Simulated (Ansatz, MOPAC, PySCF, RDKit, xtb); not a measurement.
Complex: HCl (SMILES Cl) (first 2 atoms) with H2 (SMILES [H][H]); geometry from B3LYP-D3(BJ)/def2-TZVP, rigid monomers moved along the line of their centres of mass till H2···H4 is 3.23 Å.
(charge 0, multiplicity 1):
```xyz
4

Cl    -0.11796    -0.58843    -0.72129
H     -0.07379    -0.40224     0.54699
H     -0.32068     0.16105     3.71508
H      0.39783    -0.03588     3.71812
```

```csv
level,interaction energy (kJ/mol),"minus CCSD(T)/CBS(aug-cc-pV(T+d)Z, aug-cc-pV(Q+d)Z)",cost
UFF,-0.6,0.6,-
PM7,-0.8,0.3,-
GFN2-xTB,-0.7,0.4,-
HF/3-21G (no counterpoise),-0.6,0.5,-
HF/aug-cc-pV(D+d)Z,-0.6,0.6,-
BP86/6-31G* (no counterpoise),0.1,1.2,-
r2SCAN-D3(BJ)/def2-TZVPPD,-0.8,0.3,×2
B3LYP/6-31G* (no counterpoise),-0.4,0.7,-
B3LYP/def2-TZVPPD,-0.4,0.8,×1
B3LYP-D4/def2-TZVPPD,-0.9,0.2,×1
PBE0/def2-TZVPPD,-0.9,0.2,×1
wB97X-V/def2-TZVPPD,-1.1,0.1,×3
MP2/6-31G* (no counterpoise),-0.5,0.6,-
MP2/aug-cc-pV(Q+d)Z,-1.1,0.0,-
SCS-MP2/aug-cc-pV(D+d)Z,-0.9,0.3,-
SCS-MP2/aug-cc-pV(T+d)Z,-0.9,0.2,-
CCSD/aug-cc-pV(T+d)Z,-1.0,0.1,-
CCSD/aug-cc-pV(Q+d)Z,-1.0,0.1,-
CCSD(T)/aug-cc-pV(T+d)Z,-1.1,0.0,×10
"CCSD(T)/CBS(aug-cc-pV(T+d)Z, aug-cc-pV(Q+d)Z)",-1.1,0.0,×100*
```

 The comparison column counts from a level with limits of its own.

The rows run from -1.1 (CCSD(T)/CBS(aug-cc-pV(T+d)Z, aug-cc-pV(Q+d)Z)) to 0.1 kJ/mol (BP86/6-31G* (no counterpoise)). The dispersion term adds -0.5 in B3LYP-D4. The 3 functionals in def2-TZVPPD without D3 or D4 span 0.7, from wB97X-V to B3LYP.

Interaction energies are E(AB) − E(A) − E(B) at the monomers' geometry in the complex; basis-set methods are counterpoise corrected. Rows marked so take none. RDKit's UFF carries no charges.

Frozen-core correlation. CBS(a, b) extrapolates the correlation energy as X⁻³ and adds the Hartree–Fock energy of set b. Rows in 3-21G, 6-31G* carry no dispersion term and start afresh at each structure (6-31G* with six Cartesian d functions). MP2/6-31G* freezes PySCF's default core. The state that PM7 reach isn't checked; PM7 holds dispersion and hydrogen-bond terms.

Programs: Ansatz (Gaussian basis) for Hartree–Fock, density functionals and correlated methods; MOPAC for PM7 (differences of heats of formation); PySCF for 3-21G rows, 6-31G* rows, the dispersion terms; RDKit for the force fields; xtb for the GFN methods. Values without a source in brackets are computed.

Costs are rough ratios of core time to PBE/def2-TZVPPD (about 1.0 s over the structures, on one shared machine); a dash marks a level with no comparable run of its own. A star marks coupled-cluster runs past 200 virtual orbitals, where the program's memory plan changes under this machine's limit, so their costs aren't comparable with smaller runs.

Ansatz is a first-principles code.
